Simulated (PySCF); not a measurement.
F₃Y, charge +1, doublet, at a GFN2-xTB geometry (such geometries of metal compounds can be far from the true shape) (the multiplicity is a formal guess) (core potentials on Y). Base run: B3LYP/def2-SVP in PySCF.

The PySCF input:
```python
from pyscf import gto, scf, dft

mol = gto.M(
    atom='''
Y     0.088074   -0.186153   -0.443591
F    -1.566649   -0.606850    0.722451
F    -0.122331    1.824692   -0.011179
F     1.307327   -0.411179    1.210957
''',
    basis='def2-svp',
    ecp={'Y': 'def2-svp'},
    charge=1,
    spin=1,
    verbose=4,
)

mf = dft.UKS(mol)
mf.xc = 'b3lyp'
mf.kernel()
```

Each row names what was changed in the base input (with any setting that the change needs).

```csv
change,E (Eh),HOMO (eV),<S^2>,core-seconds (rough),outcome
base,-337.41849,-15.95,0.765,10,converged
functional = m06l,-,-,-,-,not converged
functional = hse06,-,-,-,-,not converged
functional = hf,-335.70406,-17.19,0.872,2,converged
"functional = lda,vwn",-,-,-,-,not converged
functional = pbe0; dispersion = d3bj,-337.10563,-16.06,0.768,7,converged
functional = lc_wpbe,-337.23809,-18.39,0.769,20,converged
functional = revpbe,-,-,-,-,not converged
functional = tpssh,-337.39762,-15.42,0.761,20,converged
"functional = pw91,pw91",-,-,-,-,not converged
functional = tpss,-,-,-,-,not converged
functional = m06,-337.26793,-16.35,0.766,20,converged
functional = x3lyp,-337.30405,-15.97,0.766,7,converged
```

Absolute energies of different levels of theory aren't comparable as measures of quality.

Open shells are given as the SCF converged; they aren't shown to be the lowest states, and a large step between rows can be another state.
